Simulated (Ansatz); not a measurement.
Reactions of `C[SiH2]S[SiH2]F`.

Calculated with Ansatz (gas phase, PBE0-D4/def2-TZVP geometries, no zero-point term in ΔE). CBS: MP2 limit from def2 TZ/QZ plus the TZ coupled-cluster correction, frozen cores. This one scheme is used for every species, atoms too. DFT in def2-TZVPP. No spin–orbit coupling; open shells (•) take unrestricted orbitals. Spin–orbit coupling would lower the free atoms: a little for C, F, S, Si. Each species was taken in one conformer, which may not be the lowest.

| reaction | CCSD(T)/CBS(def2) (eV) |
| --- | --- |
| `C[SiH2]S[SiH2]F` + CH₃OH → `CO[SiH2]S[SiH2]F` + CH₄ | ? |
| `C[SiH2]S[SiH2]F` + H₂ → `C[SiH2]S[SiH3]` + H–F | 1.24 |
| `C[SiH2]S[SiH2]F` + H₂ → `F[SiH2]S[SiH3]` + CH₄ | -0.18 |
| `C[SiH2]S[SiH2]F` + HCl → `C[SiH2]S[SiH2]Cl` + H–F | 0.43 |
| `C[SiH2]S[SiH2]F` → C• + F• + 7 H• + S• + 2 Si• | 43.37 |
| `C[SiH2]S[SiH2]F` → `CS[SiH](F)[SiH3]` | ? |
| `C[SiH2]S[SiH2]F` + H₂O → `O[SiH2]S[SiH2]F` + CH₄ | -0.99 |

Question: Fill in the missing values. (Best estimate.)

Answer: Ansatz gave: `C[SiH2]S[SiH2]F` + CH₃OH → `CO[SiH2]S[SiH2]F` + CH₄: -1.00 eV; `C[SiH2]S[SiH2]F` → `CS[SiH](F)[SiH3]`: +1.32 eV.

Largest T1 diagnostic: 0.012, for `CS[SiH](F)[SiH3]`.
